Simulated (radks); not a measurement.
All-electron atom: Nd54+ in [He] 2s2 2p2. Calculated with a radial shooting solver on a logarithmic mesh with Libxc functionals: scalar-relativistic Kohn-Sham, LB94 model potential, spin-polarised, spherical densities, finite nucleus; open shells are filled with parallel spins first (spin-orbit coupling, left out, can overturn this in heavy ions); Fermi nuclear charge, rms radius 4.9123 fm.

Unscreened Slater integrals over Kohn-Sham orbitals (eV). They are taken over the spin-up orbitals.

\begin{tabular}{lr}
integral & value \\ \hline
F0(2p,2p) & 293.89 \\
F2(2p,2p) & 140.19 \\
F0(2p,2s) & 269.18 \\
G1(2p,2s) & 151.56 \\
F0(2p,1s) & 397.77 \\
G1(2p,1s) & 79.000 \\
F0(2s,2s) & 253.81 \\
F0(2s,1s) & 357.62 \\
G0(2s,1s) & 36.851 \\
F0(1s,1s) & 1093.1 \\
\end{tabular}

Derived for the open shells (J is the average intra-shell exchange parameter used in DFT+U). 2p: J = F2/5 = 28.04 eV.
